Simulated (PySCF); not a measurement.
PySCF 2.14 output of an unrestricted B3LYP calculation on a single atom or ion in x2c-SVPall (4s3p1d, 18 functions), with the spin-free X2C one-electron Hamiltonian (Gaussian nucleus):

```
SCF conv_tol = 1e-09
number electrons alpha = 7  beta = 6
    P. J. Stephens, F. J. Devlin, C. F. Chabalowski, and M. J. Frisch.,  J. Phys. Chem. 98, 11623 (1994)
cycle= 1 E= -396.554294748949  delta_E= -0.00332  |g|= 0.00987  |ddm|= 0.0921
cycle= 2 E= -396.554351803264  delta_E= -5.71e-05  |g|= 0.00156  |ddm|= 0.0106
cycle= 3 E= -396.554353481975  delta_E= -1.68e-06  |g|= 0.000239  |ddm|= 0.00213
cycle= 4 E= -396.554353517479  delta_E= -3.55e-08  |g|= 2.79e-06  |ddm|= 0.000319
cycle= 5 E= -396.554353517481  delta_E= -1.88e-12  |g|= 5.92e-08  |ddm|= 5.55e-06
converged SCF energy = -396.554353517481  <S^2> = 0.75289524  2S+1 = 2.0028931
```

The run itself started from symmetry-adapted Hartree-Fock orbitals and held the occupation by maximum overlap, on a logarithmic radial grid, so the iterations belong to that start.

Task: Which element, charge and spin multiplicity is this?

Result: S³⁺ (sulfur, charge +3), multiplicity 2; the state was [Ne] 3s2 3p1, 2P determinant.
